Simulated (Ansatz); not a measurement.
Tl2I⁺. The state is a triplet with charge 1. Geometry PBE0-D4/def2-SVP; atoms count from 1.

```xyz
3

Tl   -1.424    1.333    3.356
Tl    1.438   -1.332   -3.351
I    -0.014   -0.001   -0.006
```

In the def2 sets I, Tl take a core potential; there is no spin–orbit coupling. In the triplet geometry the species has come apart into loosely held pieces. At PBE0-D4/def2-TZVP a singlet of charge 1 lies 3.97 eV below the triplet, each at its own geometry. The structure comes from a short search, and lower isomers may exist.

Q: Estimate the Mulliken populations from the PBE0/def2-TZVP orbitals of Ansatz.

A: 
```json
{"atom": "Tl1", "charge (e)": "0.46", "spin (α − β)": "0.50"}
{"atom": "Tl2", "charge (e)": "0.46", "spin (α − β)": "0.50"}
{"atom": "I3", "charge (e)": "0.09", "spin (α − β)": "1.01"}
```
Mulliken values and Mayer orders depend strongly on the basis.

Q: Where does the spin sit?

A: Summed by element: Tl 0.99, I 1.01, of 2 unpaired in all. Largest on single atoms: I3 1.01, Tl1 0.50, Tl2 0.50.
